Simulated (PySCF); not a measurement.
MgHBr, SMILES [MgH][Br]. Coordinates come from a B3LYP-D3(BJ)/def2-TZVP optimisation.

Calculation: B3LYP-D3(BJ)/def2-TZVP (PySCF).

Harmonic wavenumbers (cm⁻¹): 308, 308, 377, 1676. Rotational constants (GHz): 4.403 (linear); symmetry number 1.

Problem. Work out the zero-point energy and the ideal-gas rigid-rotor harmonic-oscillator thermochemistry at 298.15 K and 1 atm.

Solution. ZPE = ½ Σ hcν = ½ × 2670 cm⁻¹ = 15.97 kJ/mol. H − E(el) = 27.67 kJ/mol. Entropy in J/(mol K): translation 166.81, rotation 68.61, vibration 15.89, total 251.32. G − E(el) = -47.26 kJ/mol. Cp = 49.49 J/(mol K).
